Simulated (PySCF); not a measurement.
One change at a time: excitation energies

Theory: PySCF 2.14.0, density-fitted response routines, TDDFT CAM-B3LYP/def2-SVPD, vertical, gas phase, core orbitals frozen in the response. Geometries: GFN2-xTB; one conformer of each isolated species. Triplets are in the Tamm–Dancoff approximation.

Parent: `[SiH3]C#CC/C=N\[H]`, with lowest singlet excitation energy 5.35 eV, HOMO energy -9.04 eV, lowest triplet energy 4.51 eV, mean static polarisability 80.7 au. Its spectrum: 232 nm (f 0.004); 204 nm (f 0.000); 195 nm (f 0.001); 194 nm (f 0.003); 171 nm (f 0.047).

(1) Give the shifts from the parent for: H on C replaced by COOH (`[H]/N=C(/CC#C[SiH3])C(=O)O`); H on C replaced by CH2NH2 (`[H]/N=C(\CN)CC#C[SiH3]`); H on C replaced by CH2OH (`[H]/N=C(\CO)CC#C[SiH3]`); H on C replaced by CHF2 (`[H]/N=C(/CC#C[SiH3])C(F)F`); H on C replaced by CH2CN (`[H]/N=C(\CC#N)CC#C[SiH3]`); H on C replaced by vinyl (`[H]/N=C(\C=C)CC#C[SiH3]`).

## Answers

(1) 

```tsv
change	SMILES	Δ S1 (eV)	Δ HOMO (eV)	Δ T1 (eV)	Δ α (au)
H on C replaced by COOH	[H]/N=C(/CC#C[SiH3])C(=O)O	-1.18	-0.04	-1.01	+18.5
H on C replaced by CH2NH2	[H]/N=C(\CN)CC#C[SiH3]	+0.04	+0.32	+0.10	+21.3
H on C replaced by CH2OH	[H]/N=C(\CO)CC#C[SiH3]	+0.02	+0.14	+0.09	+17.1
H on C replaced by CHF2	[H]/N=C(/CC#C[SiH3])C(F)F	-0.24	-0.20	-0.20	+13.7
H on C replaced by CH2CN	[H]/N=C(\CC#N)CC#C[SiH3]	-0.09	-0.20	-0.02	+25.6
H on C replaced by vinyl	[H]/N=C(\C=C)CC#C[SiH3]	-0.73	+0.17	-0.97	+25.3
```

S1 falls most with H on C replaced by COOH (-1.18 eV), and it rises most with H on C replaced by CH2NH2 (+0.04 eV). S1 is simply the lowest singlet of each species and needn't be the same kind of state throughout. Over these 6 changes the shifts of S1 and of the HOMO–LUMO gap correlate with r = 0.99.

Lowest levels of each derivative:
- `[H]/N=C(/CC#C[SiH3])C(=O)O`: 4.17 eV (f 0.004); 5.42 eV (f 0.000); 5.62 eV (f 0.037)
- `[H]/N=C(\CN)CC#C[SiH3]`: 5.39 eV (f 0.009); 6.00 eV (f 0.000); 6.24 eV (f 0.001)
- `[H]/N=C(\CO)CC#C[SiH3]`: 5.37 eV (f 0.009); 6.00 eV (f 0.000); 6.27 eV (f 0.002)
- `[H]/N=C(/CC#C[SiH3])C(F)F`: 5.11 eV (f 0.008); 5.96 eV (f 0.000); 6.25 eV (f 0.007)
- `[H]/N=C(\CC#N)CC#C[SiH3]`: 5.26 eV (f 0.006); 5.98 eV (f 0.000); 6.28 eV (f 0.004)
- `[H]/N=C(\C=C)CC#C[SiH3]`: 4.62 eV (f 0.006); 5.83 eV (f 0.006); 5.93 eV (f 0.213)
